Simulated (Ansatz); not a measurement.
Input file for Ansatz (an electronic-structure program): U-CCSD(T)/def2-TZVPPD on AsH4Si (SMILES [SiH2][AsH2]), 2S+1 = 2, atoms moved off the minimum. Files ending in .json are basis or fitting sets from the Basis Set Exchange. The run froze 19 orbitals, filled d shells among them.

Ansatz 0.2 input:
```yaml
crystal:
  periodic: [false, false, false]
  atoms:
    - {symbol: Si, position_ang: [-1.59745296, -0.36832549, -0.11323280]}
    - {symbol: As, position_ang: [0.77128432, 0.15952090, 0.12144025]}
    - {symbol: H, position_ang: [-2.42557702, 0.83771935, 0.08379530]}
    - {symbol: H, position_ang: [-1.95396485, -0.98265176, -1.43439012]}
    - {symbol: H, position_ang: [1.16731729, -1.28212571, -0.11113220]}
    - {symbol: H, position_ang: [0.94417968, 0.55835967, -1.29299816]}
basis:
  gaussian:
    orbitals: def2-TZVPPD.json
magnetization: {spin_polarized: true, initial_magnetization: 1}
correlation: {method: ccsd_t, electrons: outside_noble_gas}
scf: {omitted_lower_state_checks: [cluster_reference]}
output: {forces: true}
```

### Question
Give the final energy of this run.

### Answer
-2525.7374 hartree (reference determinant -2525.4312, T1 diagnostic 0.015).

### Question
How many basis functions does it have, and what does it roughly cost on one machine?

### Answer
170 functions; very roughly 5 core-minutes.
